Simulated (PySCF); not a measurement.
**Excitation energy of Cr⁺ by level of theory**

Cr⁺ [Ar] 3d5 (6S) → Cr⁺ [Ar] 3d4 4p1 (high-spin determinant), as a difference of total energies. Calculation: PySCF 2.14, in aug-cc-pwCVTZ-DK with one added diffuse shell each of s, p, d, f, g type (11s10p8d5f4g, 152 functions); scalar relativity by spin-free X2C-1e. Correlated levels: valence: [Ar] frozen; valence and next inner shell: [Ne] frozen; nothing frozen. The calculations carry no spin-orbit coupling.

```json
{"method": "UHF", "excitation energy (cm⁻¹)": "39333"}
{"method": "LDA", "excitation energy (cm⁻¹)": "49598"}
{"method": "PBE", "excitation energy (cm⁻¹)": "47347"}
{"method": "PBE0", "excitation energy (cm⁻¹)": "46535"}
{"method": "r2SCAN", "excitation energy (cm⁻¹)": "46488"}
{"method": "MP2 (valence)", "excitation energy (cm⁻¹)": "45551"}
{"method": "SCS-MP2 (valence)", "excitation energy (cm⁻¹)": "41405"}
{"method": "MP2 (valence and next inner shell)", "excitation energy (cm⁻¹)": "49869"}
{"method": "SCS-MP2 (valence and next inner shell)", "excitation energy (cm⁻¹)": "45517"}
{"method": "MP2 (all electrons)", "excitation energy (cm⁻¹)": "49992"}
{"method": "SCS-MP2 (all electrons)", "excitation energy (cm⁻¹)": "45591"}
```

A first-order spin-orbit estimate (lowest level to lowest level, LS coupling) adds -0.067 eV.

The determinant of the upper state mixes LS terms, which raises its energy above the lowest term, most at the Hartree-Fock and MP2 levels.
